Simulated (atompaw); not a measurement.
# u(r) = r·R(r): atom against pseudo-atom (S)

Columns: radius, all-electron u(r) and pseudo u(r) of the 3s shell (level -17.19 eV) of sulfur in the configuration [Ne] 3s2 3p4; PBEsol, scalar-relativistic, PAW (atompaw) scheme, atompaw 4.2.0.5.

| r (bohr) | all-electron | pseudo |
| --- | --- | --- |
| 0.056 | 0.2157 | 0.0439 |
| 0.112 | 0.0642 | 0.0878 |
| 0.167 | -0.1404 | 0.1309 |
| 0.223 | -0.3011 | 0.1749 |
| 0.279 | -0.3884 | 0.2189 |
| 0.335 | -0.4069 | 0.2629 |
| 0.390 | -0.3722 | 0.3061 |
| 0.446 | -0.2989 | 0.3499 |
| 0.502 | -0.2008 | 0.3934 |
| 0.558 | -0.0893 | 0.4364 |
| 0.613 | 0.0252 | 0.4780 |
| 0.669 | 0.1407 | 0.5194 |
| 0.725 | 0.2510 | 0.5597 |
| 0.781 | 0.3534 | 0.5985 |
| 0.837 | 0.4460 | 0.6356 |
| 0.892 | 0.5269 | 0.6700 |
| 0.948 | 0.5988 | 0.7026 |
| 1.004 | 0.6602 | 0.7324 |
| 1.060 | 0.7115 | 0.7592 |
| 1.115 | 0.7524 | 0.7823 |
| 1.171 | 0.7851 | 0.8021 |
| 1.227 | 0.8095 | 0.8181 |
| 1.283 | 0.8264 | 0.8300 |
| 1.338 | 0.8364 | 0.8375 |
| 1.394 | 0.8406 | 0.8408 |
| 1.450 | 0.8397 | 0.8397 |

Q: How many radial nodes do the two functions have?

A: The all-electron 3s function has n − l − 1 = 2; the pseudo-wave has 0, since the states of the same l below it are removed with the core.

Q: Is the pseudo-wave norm-conserving?

A: No, it belongs to a PAW set: the norm inside the radius is not constrained, and the difference is carried by the augmentation charge.
